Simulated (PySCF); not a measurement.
YCl2, SMILES [Cl][Y+][Cl], charge +1. Geometry optimised at B3LYP-D3(BJ)/def2-TZVP. The multiplicity is an assumed one; other spin states were not compared. The isomer is the one that the SMILES or the coordinates give; other isomers of the formula were not compared. The def2 effective core potentials stand for the cores of Y; spin–orbit coupling is left out.

Computed with B3LYP-D3(BJ)/def2-TZVP run with PySCF.

Harmonic wavenumbers (cm⁻¹): 90, 413, 427. Rotational constants (GHz): 7.334, 1.875, 1.493; symmetry number 2.

Work out the zero-point energy and the ideal-gas rigid-rotor harmonic-oscillator thermochemistry at 298.15 K and 1 atm.

ZPE = ½ Σ hcν = ½ × 930 cm⁻¹ = 1.33 kcal/mol. H − E(el) = 4.54 kcal/mol. Entropy in cal/(mol K): translation 41.12, rotation 25.77, vibration 5.44, total 72.33. G − E(el) = -17.03 kcal/mol. Cp = 12.76 cal/(mol K). Modes under 150 cm⁻¹ make the vibrational entropy uncertain.
